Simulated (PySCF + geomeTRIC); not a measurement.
Method: PBE-D3(BJ)/def2-TZVP in PySCF + geomeTRIC. fastk is a local helper that only speeds up exchange builds. No frequencies were computed at this level.

```python
import json, numpy as np
from pyscf import gto, dft
from fastk import lowrank_exchange
atoms = """
N     -0.390150     1.790022     0.106705
Ga    -0.000256    -0.000778    -0.006587
N     -1.358605    -1.218391    -0.173942
N      1.746213    -0.546567    -0.084212
H     -1.288114     2.104354    -0.244873
H      0.318314     2.449960    -0.197119
H     -2.291899    -0.958990     0.123302
H     -1.199726    -2.190110     0.065134
H      2.472869     0.071296     0.258481
H      1.991353    -1.500797     0.153111
"""
def scf(charge, spin, dm0=None):
    mol = gto.M(atom=atoms, basis='def2-tzvp', ecp={}, charge=charge, spin=spin, verbose=3, max_memory=5040)
    mf = dft.KS(mol, xc='pbe').density_fit(auxbasis="def2-universal-jkfit")
    mf.disp = 'd3bj'
    mf.grids.level = 3
    mf.conv_tol = 1e-8
    mf.max_cycle = 60
    mf.kernel(dm0)
    if not mf.converged:
        mf = mf.newton().run(mf.mo_coeff, mf.mo_occ).undo_soscf()
    return mf
mf = scf(0, 0)
from pyscf.geomopt.geometric_solver import kernel as optimize
path = []
done, mol = optimize(mf, maxsteps=80, assert_convergence=False, callback=lambda env: path.append((env["energy"], bool(env["g_scanner"].converged))))
res = dict(converged=bool(done and path[-1][1]), energy=path[-1][0], path=[e for e, c in path], xyz=mol.atom_coords(unit="Angstrom").tolist(), nao=mol.nao)
json.dump(res, open("result.json", "w"))
```

Output:

```
converged SCF energy = -2092.36502564083
Geometry optimization cycle 1
converged SCF energy = -2092.36502563331
cycle 1: E = -2092.36502563  dE = -2092.37  norm(grad) = 0.0104323
Geometry optimization cycle 2
converged SCF energy = -2092.36527977666
cycle 2: E = -2092.36527978  dE = -0.000254143  norm(grad) = 0.00320954
Geometry optimization cycle 3
converged SCF energy = -2092.36532196954
cycle 3: E = -2092.36532197  dE = -4.21929e-05  norm(grad) = 0.00161384
Geometry optimization cycle 4
converged SCF energy = -2092.36535809142
cycle 4: E = -2092.36535809  dE = -3.61219e-05  norm(grad) = 0.00181985
Geometry optimization cycle 5
converged SCF energy = -2092.36537123415
cycle 5: E = -2092.36537123  dE = -1.31427e-05  norm(grad) = 0.00148771
Geometry optimization cycle 6
converged SCF energy = -2092.36537595199
cycle 6: E = -2092.36537595  dE = -4.71783e-06  norm(grad) = 0.00046669
Geometry optimization cycle 7
converged SCF energy = -2092.36537651986
cycle 7: E = -2092.36537652  dE = -5.67871e-07  norm(grad) = 0.000129097
<class 'geometric.internal.Distance'> : 9
<class 'geometric.internal.Angle'> : 11
<class 'geometric.internal.OutOfPlane'> : 1
<class 'geometric.internal.Dihedral'> : 12
<class 'geometric.internal.TranslationX'> : 1
<class 'geometric.internal.TranslationY'> : 1
<class 'geometric.internal.TranslationZ'> : 1
<class 'geometric.internal.RotationA'> : 1
<class 'geometric.internal.RotationB'> : 1
<class 'geometric.internal.RotationC'> : 1
Step    0 : Gradient = 3.299e-03/4.620e-03 (rms/max) Energy = -2092.3650256333
Step    1 : Displace = 9.083e-03/1.035e-02 (rms/max) Trust = 1.000e-01 (=) Grad = 1.015e-03/1.795e-03 (rms/max) E (change) = -2092.3652797767 (-2.541e-04) Quality = 1.127
Step    2 : Displace = 4.635e-03/7.509e-03 (rms/max) Trust = 1.414e-01 (+) Grad = 5.103e-04/9.090e-04 (rms/max) E (change) = -2092.3653219695 (-4.219e-05) Quality = 1.511
Step    3 : Displace = 8.001e-03/1.165e-02 (rms/max) Trust = 2.000e-01 (+) Grad = 5.755e-04/9.744e-04 (rms/max) E (change) = -2092.3653580914 (-3.612e-05) Quality = 1.294
Step    4 : Displace = 4.694e-03/7.363e-03 (rms/max) Trust = 2.828e-01 (+) Grad = 4.705e-04/7.799e-04 (rms/max) E (change) = -2092.3653712342 (-1.314e-05) Quality = 1.338
Step    5 : Displace = 2.124e-03/3.526e-03 (rms/max) Trust = 3.000e-01 (+) Grad = 1.476e-04/2.286e-04 (rms/max) E (change) = -2092.3653759520 (-4.718e-06) Quality = 1.147
Step    6 : Displace = 7.910e-04/1.571e-03 (rms/max) Trust = 3.000e-01 (=) Grad = 4.082e-05/1.016e-04 (rms/max) E (change) = -2092.3653765199 (-5.679e-07) Quality = 0.984
Converged! =D
```

Cost: roughly 2.7 core-minutes.
